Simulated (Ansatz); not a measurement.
This geometry of AsH4OP (7 atoms, charge 0, multiplicity 1) is a first-order saddle point.

Computed with Ansatz 0.2.0, RKS PBE0/def2-SVP.

```xyz
7
Properties=species:S:1:pos:R:3
P -0.659 0.568 -1.110
O -0.469 -0.190 0.360
As 0.918 0.216 1.458
H -2.048 0.907 -1.006
H -0.951 -0.584 -1.914
H 1.246 -1.244 1.777
H 2.023 0.258 0.391
```

Question: Which two structures does it join? (They come from a converged band through this point; their orientation in space is the band's.)

Answer: No bond is made or broken. The dihedral P1–O2–As3–H6 goes from 133 to -58°.

First end point:

```xyz
7
Properties=species:S:1:pos:R:3
P -1.030 0.813 -0.875
O -0.039 -0.296 -0.114
As 1.160 0.289 1.116
H -2.277 0.121 -0.724
H -0.879 0.340 -2.220
H 0.811 -0.765 2.170
H 2.316 -0.571 0.602
```

Last end point:

```xyz
7
Properties=species:S:1:pos:R:3
P -0.567 0.297 -1.122
O -0.514 0.533 0.532
As 0.963 0.162 1.495
H -1.894 0.794 -1.318
H -1.023 -1.069 -1.168
H 1.094 -1.323 1.111
H 2.002 0.538 0.425
```

Question: How far does it lie above each of them?

Answer: 0.9 kcal/mol above the first and 1.9 kcal/mol above the second. This is the barrier of this one path; another mechanism may lie lower.

The run took 7.3 min on 1 thread of Intel(R) Xeon(R) Processor @ 2.50GHz (Skylake/Cascade Lake) (shared host), peak memory 0.18 GiB.
